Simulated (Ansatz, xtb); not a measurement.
## Two isomers of C5H10P2

Structure a is `PPC1=CCCC1`, a singlet and structure b is `CC1=CCCP1P`, a singlet. Both are isolated molecules in the gas phase, relaxed with B3LYP/def2-SVP; the shapes shown needn't be the lowest conformers.

a (Å):

```csv
atom,x (Å),y (Å),z (Å)
C,-0.2771,-0.3854,0.0653
C,-0.9929,-0.0211,1.1464
C,-0.1546,0.0162,2.4025
C,1.1248,-0.7485,1.9875
C,1.1741,-0.6451,0.4447
P,-0.9899,-2.5509,-2.2344
P,-0.8146,-0.3695,-1.6828
H,-1.0705,-3.1071,-0.9193
H,0.4188,-2.7625,-2.3406
H,-2.2126,-0.2065,-1.4463
H,-2.0487,0.2641,1.1282
H,0.0650,1.0646,2.6857
H,-0.6607,-0.4345,3.2733
H,2.0354,-0.3659,2.4729
H,1.0228,-1.8074,2.2765
H,1.5882,-1.5510,-0.0289
H,1.8061,0.1974,0.1053
```

b (Å):

```xyz
17

C    -2.0675   -0.6561    0.4062
C    -0.6230   -0.2528    0.3373
C     0.3794   -0.9764   -0.1929
C     1.7734   -0.4092   -0.1141
C     1.6414    1.0964    0.1908
P    -0.0447    1.3931    0.9821
P     0.4215    0.7080    3.1092
H    -2.7107    0.0683   -0.1218
H    -2.2295   -1.6505   -0.0384
H    -2.4275   -0.6904    1.4495
H     0.2095   -1.9652   -0.6363
H     2.3346   -0.9273    0.6873
H     2.3431   -0.5859   -1.0430
H     1.6360    1.6796   -0.7454
H     2.4586    1.4921    0.8132
H    -0.9474    0.4145    3.4036
H     0.3303    2.0121    3.6938
```

**Question.** Estimate E(b) − E(a) at the level CCSD(T)/def2-SVP + ΔMP2/def2-TZVPP.

**Answer.** Calculated at CCSD(T)/def2-SVP + ΔMP2/def2-TZVPP: E(b) − E(a) = −6.8 kcal/mol, so structure b lies lower.

The same difference at several levels:

```
                             level        geometry  E(b) − E(a) (kcal/mol)  departure from the last row (kcal/mol)  job, with rough time for the two
                          GFN2-xTB        GFN2-xTB                      −3.3                                    +3.5              optimisation, 0.25 s
                         HF/STO-3G        GFN2-xTB                      −5.7                                    +1.1              single point, 0.48 s
                r2SCAN-D4/def2-SVP        GFN2-xTB                      −7.0                                    −0.2               single point, 4.5 s
                    B3LYP/def2-SVP  B3LYP/def2-SVP                      −5.1                                    +1.7                optimisation, 88 s
                       HF/def2-SVP  B3LYP/def2-SVP                      −3.5                                    +3.3           part of the CCSD(T) run
                      MP2/def2-SVP  B3LYP/def2-SVP                      −5.7                                    +1.1           part of the CCSD(T) run
                  CCSD(T)/def2-SVP  B3LYP/def2-SVP                      −5.1                                    +1.7                      single point
CCSD(T)/def2-SVP + ΔMP2/def2-TZVPP  B3LYP/def2-SVP                      −6.8                                                        single point, 92 s
```

As drawn, b has 1 C–P, 1 C–H in place of 1 C–C, 1 P–H.

None of the levels shown reverses the order. The largest departure from CCSD(T)/def2-SVP + ΔMP2/def2-TZVPP is that of GFN2-xTB, 3.5 kcal/mol. The last row adds to CCSD(T) the change of the MP2 difference between the two basis sets, here −1.7 kcal/mol.

With thermal terms from frequencies at re-optimised GFN2-xTB minima (ideal gas, soft modes damped towards free rotors, one conformer each, 298.15 K, 1 atm): the zero-point term adds +0.4 kcal/mol; ΔH is −6.2 and ΔG −6.3 kcal/mol.

The correlated steps freeze 15 core orbitals. Programs: Ansatz 0.2.0, xtb 6.7.1; the last row on 4 threads of Arm Neoverse V1 on a shared host.
